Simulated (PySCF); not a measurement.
Fe(OH)3 (FeH3O3), SMILES [OH][Fe]([OH])[OH] (connectivity only; charge and spin as stated), neutral, multiplicity 6.

Geometry optimised at TPSSh-D3(BJ)/def2-SVP. The multiplicity is an assumed one; other spin states were not compared. The values are those of a single conformer.

Calculation: r2SCAN/def2-TZVPD (PySCF).

Computed frontier levels, dipole moment and polarisability:
```json
{
 "α spin, highest occupied and lowest empty level": "-6.74 and -0.91 eV",
 "β spin, highest occupied and lowest empty level": "-7.69 and -4.53 eV",
 "dipole_moment": "0.00 D",
 "quadrupole, principal values (traceless, Buckingham form, about the centre of nuclear charge)": "-0.25, 0.12, 0.12 D·Å",
 "mean_static_polarisability": "50.2 bohr³ (7.44 Å³)",
 "polarisability_principal_values": "33.7, 58.5, 58.5 bohr³",
 "⟨S²⟩": "8.760 (pure state 8.75)"
}
```
